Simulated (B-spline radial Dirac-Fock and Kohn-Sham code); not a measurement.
## Run log: Pt

ΔSCF core binding energies without Breit or QED terms, calculated with a radial atomic solver. Keys: rel is the Hamiltonian (dirac, or spin-free x2c and nr, where L3 and M5 stand for the whole 2p and 3d shells), method is hf or an exchange,correlation pair (spin-unpolarised, also for the hole states), nuc the nuclear model, radius_factor scales its radius, rmax is the box in bohr, h the logarithmic mesh step, order the B-spline order, points the quadrature points per cell, c_factor scales the speed of light, and damp, ndamp, maxit and tol steer the iteration. The run stops when the commutator error falls below 10·tol·max(1, Z/10), or the numerical noise floor, and the energy has settled to about 1e-8 Ha; the virial ratio is −V/T.

Input (task.json):

```json
{"items": [{"Z": 78, "q": 0, "cfg": [[1, 0, 2], [2, 0, 2], [2, 1, 6], [3, 0, 2], [3, 1, 6], [3, 2, 10], [4, 0, 2], [4, 1, 6], [4, 2, 10], [4, 3, 14], [5, 0, 2], [5, 1, 6], [5, 2, 9], [6, 0, 1]], "A": 195, "rrms": 5.427, "do": "settings", "holes": ["K", "L3", "M5"],
  "settings": [{"rel": "dirac", "method": "hf", "nuc": "fermi", "radius_factor": 1.0, "rmax": 45.0, "h": 0.3, "order": 8, "points": 10, "c_factor": 1.0, "maxit": 65, "damp": 0.995, "ndamp": 100, "tol": 1e-08}]}]}
```

Command: `python xray2_run.py task.json out`

Ground-state iterations:

```
iter   energy (Ha)        error
   1   -18432.61770839  2.23e+00
   2   -18410.75399622  4.79e-01
   3   -18410.92642025  4.75e-01
   4   -18411.36364828  4.71e-01
   5   -18424.60573134  3.79e-01
   6   -18431.59135895  3.11e-01
   7   -18431.86951720  3.07e-01
   8   -18432.05909926  3.02e-01
   9   -18432.21061775  2.98e-01
  10   -18432.33958329  2.94e-01
  11   -18432.45307904  2.90e-01
  12   -18432.55504764  2.86e-01
  13   -18432.64795848  2.82e-01
  14   -18432.73348486  2.79e-01
  15   -18432.81282553  2.75e-01
  23   -18433.30114425  2.48e-01
  31   -18433.63578579  2.25e-01
  39   -18433.88313862  2.04e-01
  47   -18434.07282244  1.85e-01
  55   -18434.22149813  1.68e-01
  63   -18434.33973600  1.52e-01
  65   -18434.36543654  1.49e-01
```

The ground state had not converged after 65 iterations, with total energy -18434.36544 Ha, virial ratio 1.87721 and highest orbital energy -9.70 eV. ΔSCF binding energies: K (1s) 78803.3 eV, L3 (2p3/2) 11592.2 eV (not all states converged, so these are not final). Holes are computed only in closed shells, and unreliable hole states are left out.

Task: One setting is unsound. Which, and why?

Result: damp is so close to 1 that the orbitals hardly move in each step. With the default settings (Dirac Hartree-Fock): The ground state converged in 12 iterations, with total energy -18434.87710 Ha, virial ratio 1.87485 and highest orbital energy -7.73 eV. ΔSCF binding energies: K (1s) 78814.8 eV, L3 (2p3/2) 11604.5 eV. Holes are computed only in closed shells, and unreliable hole states are left out.
